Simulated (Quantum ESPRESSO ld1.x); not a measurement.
Results of a calculation; reference values are marked as such.
Task: The table gives one normalised radial function P(r) = r R(r) of Tm+ in [Xe] 4f13 6p1 (r in bohr). Level of theory: scalar-relativistic Kohn-Sham, LDA (Slater exchange, VWN5 correlation), spin-polarised, spherical densities, point nucleus; open shells are filled with parallel spins first (spin-orbit coupling, left out, can overturn this in heavy ions) (ld1.x of Quantum ESPRESSO 7.5).

r           P
0.004152   0.0039
0.005661   0.0065
0.007796   0.0107
0.01063    0.0172
0.01464    0.0269
0.01996    0.0394
0.02749    0.0538
0.03747    0.0641
0.05161    0.0609
0.07107    0.0318
0.0969    -0.0230
0.1334    -0.0808
0.1819    -0.0852
0.2505    -0.0011
0.3416     0.1107
0.4704     0.1230
0.6414    -0.0164
0.8833    -0.1954
1.216     -0.2317
1.658     -0.0683
2.284      0.2209
3.114      0.4631
4.288      0.5307
5.847      0.3825
8.052      0.1571
10.98      0.0342
15.12      0.0030

Which n and l does it have? It may be an empty orbital.

Result: n = 6, l = 1: the number of nodes gives n - l - 1 = 4, the rise at small r (about r^(l+1), flatter next to the nucleus through relativity) gives l, and the extent must fit the shell. The curve is that of 6p up; the table hardly tells the two spins apart. 6p up: eigenvalue -6.637 eV, 4 radial nodes at r = 0.0862, 0.251, 0.624, 1.80 bohr, <r> = 4.53 bohr, 90 % of the charge inside 6.57 bohr.
